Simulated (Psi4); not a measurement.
arsenic trifluoride (AsF₃), singlet, geometry from GFN2-xTB. Base run: HF/cc-pVDZ run with Psi4.

Here is a job for Psi4.
```
memory 2 GB

molecule mol {
0 1
F    -0.843028   -1.170729   -0.507699
As    0.013194   -0.005516    0.423912
F     1.416347   -0.120513   -0.564356
F    -0.621699    1.311469   -0.482288
}

set {
  basis cc-pvdz
  reference rhf
  stability_analysis check
  scf_type pk
}

energy('scf')
print_variables()
```

The bond that is stretched is that between atoms 1 and 2. A test that says stable can miss a lower solution.

The base run was repeated with changes; each row names its change, and settings that it needs were set with it.

```csv
change,ΔE vs base (eV),<S^2>,outcome
base,0.00,0.000,converged
stability_analysis = follow; reference = uhf,0.00,0.000,converged
bond × 1.25,1.63,0.000,converged
stability_analysis = follow; reference = uhf; bond × 1.25,1.63,0.000,converged
bond × 1.5,3.75,0.000,converged
stability_analysis = follow; reference = uhf; bond × 1.5,2.74,0.836,converged
bond × 1.8,5.67,0.000,converged
stability_analysis = follow; reference = uhf; bond × 1.8,2.90,0.987,converged
bond × 2.2,7.34,0.000,converged
stability_analysis = follow; reference = uhf; bond × 2.2,-,-,not converged
bond × 3.0,8.75,0.000,converged
stability_analysis = follow; reference = uhf; bond × 3.0,-,-,not converged
```

Psi4 reported an instability in these rows: stability_analysis = follow; reference = uhf; bond × 1.5; stability_analysis = follow; reference = uhf; bond × 1.8; stability_analysis = follow; reference = uhf; bond × 2.2; stability_analysis = follow; reference = uhf; bond × 3.0 (restricted rows aren't judged here).

Where a bond breaks into two radicals, a solution with restricted orbitals usually stops being the lowest and lies too high; an unrestricted one lies lower at the price of spin contamination, which <S^2> shows.
